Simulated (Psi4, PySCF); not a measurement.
Input for Psi4:
```
memory 2 GB

molecule mol {
-1 1
  Br    0.000000    0.000000    0.000000
}

set basis 6-31g*
set reference rks
set scf_type pk
set puream true
set d_convergence 1e-8
set dft_radial_points 99
set dft_spherical_points 590

energy('wb97m-v')
print_variables()
```

Problem. Convert this to an input for PySCF.

Solution. Several could match; the one computed here: 
```python
from pyscf import gto, scf, dft

mol = gto.M(
    atom='''
Br    0.00000000    0.00000000    0.00000000
''',
    basis='6-31g*',
    charge=-1,
    verbose=4,
)

mf = dft.RKS(mol)
mf.xc = 'wb97m_v'
mf.grids.atom_grid = (99, 590)
mf.grids.prune = None
mf.kernel()
```

Both were run: Psi4 gave -2573.775301 Eh and PySCF -2573.775299 Eh, 0.002 mEh apart.
